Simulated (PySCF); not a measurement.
Compound: C7H12N (doublet state).
Cartesian coordinates in Å at the GFN2-xTB level; atoms count from 1:
```
atom  x, y, z in Å
C1     2.331    1.094    0.041
C2     1.567   -0.014   -0.300
C3     2.204   -1.175   -0.718
N4     0.198    0.052   -0.253
C5    -0.664   -1.053   -0.606
C6    -2.068   -0.468   -0.488
C7    -1.918    0.513    0.671
C8    -0.525    1.099    0.438
H9     1.901    2.033    0.327
H10    3.402    1.032    0.005
H11    3.274   -1.193   -0.792
H12    1.677   -2.067   -0.992
H13   -0.448   -1.402   -1.620
H14   -0.537   -1.899    0.088
H15   -2.326    0.069   -1.402
H16   -2.823   -1.230   -0.304
H17   -1.943   -0.026    1.619
H18   -2.693    1.277    0.684
H19   -0.034    1.367    1.379
H20   -0.582    2.001   -0.188
```

The hyperfine couplings belong to this conformer and change with its torsions.

The species is `[CH2]C(=C)N1CCCC1` [radical].

The calculation used UKS B3LYP, pcH-1 on C H N, non-relativistic, mean-field spin-orbit, GIAO in PySCF 2.14.0. Geometry: GFN2-xTB, one conformer, isolated molecule. Couplings are sensitive to structure, and on GFN2-xTB geometries they can be far from those on DFT ones. The SCF solution wasn't tested for stability. ⟨S²⟩ is 0.776 where a pure state has 0.75.

Principal values of hyperfine tensors in MHz (contact and dipolar terms together), for some of the nuclei:

| atom | isotope | A1 | A2 | A3 |
| --- | --- | --- | --- | --- |
| C1 | 13C | 1.52 | 3.12 | 157.69 |
| C3 | 13C | 1.47 | 3.08 | 155.39 |
| C2 | 13C | -67.54 | -35.70 | -31.73 |
| H9 | 1H | -67.97 | -42.05 | -15.67 |
| H12 | 1H | -67.09 | -41.52 | -15.48 |
| H11 | 1H | -60.81 | -41.43 | -16.10 |
| H20 | 1H | -5.53 | -5.16 | -1.07 |
| H14 | 1H | -5.63 | -5.26 | -0.63 |

(1) Split each tensor into its isotropic and traceless parts, and turn a_iso into mT with g = 2.0026.

(2) What spin density at the nucleus of H9 lies behind its contact coupling (g_N = 5.58569)?

(3) H10 (1H, g_N = 5.58569) isn't in the table. Its spin density at the nucleus is -0.008973 bohr⁻³. What is its contact coupling?

(4) In a single crystal, with the field along each principal axis of the tensor of C2 in turn, what first-order splitting does this nucleus give (isotropic g, quadrupole terms neglected)?

Results:

(1) a_iso = (A1 + A2 + A3)/3, Ti = Ai − a_iso; 1 mT corresponds to 28.029 MHz.

```tsv
atom	a_iso (MHz)	a_iso (mT)	T1	T2	T3
C1	54.11	1.931	-52.59	-50.99	103.58
C3	53.31	1.902	-51.84	-50.24	102.08
C2	-44.99	-1.605	-22.55	9.29	13.26
H9	-41.90	-1.495	-26.08	-0.15	26.23
H12	-41.37	-1.476	-25.73	-0.16	25.88
H11	-39.45	-1.407	-21.36	-1.98	23.34
H20	-3.92	-0.140	-1.61	-1.24	2.85
H14	-3.84	-0.137	-1.79	-1.42	3.21
```

(2) a_FC = 800.24 MHz bohr³ × g_N × ρ(0)/(2S). With a_FC = -41.90 MHz and 2S = 1, ρ(0) = -0.009373 bohr⁻³. In magnitude that is 2.9 % of the 1/π = 0.318 of a free hydrogen atom.

(3) By the same relation, a_FC = -40.1 MHz. Its full tensor has the principal values -61.89, -42.04, -16.38 MHz.

(4) 2 lines (I = 1/2), spaced by |A_i|/(g × 13.996): 2.41, 1.27, 1.13 mT along the axes of A1, A2 and A3.

On Arm Neoverse N1, one thread, shared host with 32 logical CPUs at a one-minute load of 15, this took 2.4 min (grids of density and orbitals included) and 0.99 GiB of memory at its peak.
